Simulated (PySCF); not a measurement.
Here is a computed PBE0-D3(BJ)/def2-SVP geometry (Å):
```
F 
C   1  1.3340
C   2  1.3281  1  122.28
C   3  1.5231  2  128.95  1    -0.42
C   4  1.5603  3  100.85  2  -179.39
Si  3  1.8713  2  139.30  1  -180.00
H   2  1.0947  1  112.19  3   179.87
H   4  1.1033  3  112.03  2   -59.21
H   4  1.1032  3  112.14  2    60.42
H   5  1.0995  4  113.74  3   117.41
H   5  1.0994  4  113.85  3  -118.37
H   6  1.4970  3  116.85  2   -65.87
H   6  1.4968  3  117.26  2    64.42
```
Z-matrix in Å and degrees, rows numbered from 1.

Charge 0, singlet.

Problem. Which heavy atoms are bonded, and with what formal order?

Solution. F1–C2 (single); C2–C3 (double); C3–C4 (single); C4–C5 (single); C5–Si6 (single); C3–Si6 (single). Hydrogens: H7 on C2; H8, H9 on C4; H10, H11 on C5; H12, H13 on Si6.

Problem. Write the SMILES.

Solution. `F/C=C1\CC[SiH2]1`, C4H7FSi. Among its features: C=C double bond, C–F bond, Si–H bond and C–Si bond.

Problem. What is the point group of this geometry?

Solution. Cs (every atom within 0.08 Å of its image).

Problem. Which rings does it hold?

Solution. C3–C4–C5–Si6 (4 members, 0.00 Å rms from planarity).

Problem. Describe the place of each heavy atom.

Solution. F1: vinyl fluorine; C2: vinylic C–F carbon; C3: fully substituted alkene carbon; C4: allylic carbon; C5: sp3 carbon bound to silicon; Si6: SiH2 silicon.

Problem. What is the arrangement about C3?

Solution. It has 3 neighbours (C2, C4, Si6) and is planar (angles 139.3°, 129.0° and 91.7°, sum 360.0°, 0.00 Å off the plane of its three neighbours).

Problem. What is the arrangement about C2?

Solution. It has 3 neighbours (F1, C3, H7) and is planar (angles 125.5°, 122.3° and 112.2°, sum 360.0°, 0.00 Å off the plane of its three neighbours).
